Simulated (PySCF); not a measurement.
## Excitation energy of Sc by level of theory

Sc [Ar] 3d1 4s2 (2D) → Sc [Ar] 3d3 (4F), as a difference of total energies. Calculation: PySCF 2.14, in aug-cc-pwCVTZ-DK with one added diffuse shell each of s, p, d, f, g type (11s10p8d5f4g, 152 functions); scalar relativity by spin-free X2C-1e. Correlated levels: valence: [Ar] frozen; valence and next inner shell: [Ne] frozen; nothing frozen. The calculations carry no spin-orbit coupling.

```tsv
method	excitation energy (cm⁻¹)
UHF	37756
LDA	24752
PBE	24348
PBE0	27249
MP2 (valence)	37648
SCS-MP2 (valence)	42823
MP2 (valence and next inner shell)	33821
SCS-MP2 (valence and next inner shell)	39313
MP2 (all electrons)	33833
SCS-MP2 (all electrons)	39344
```
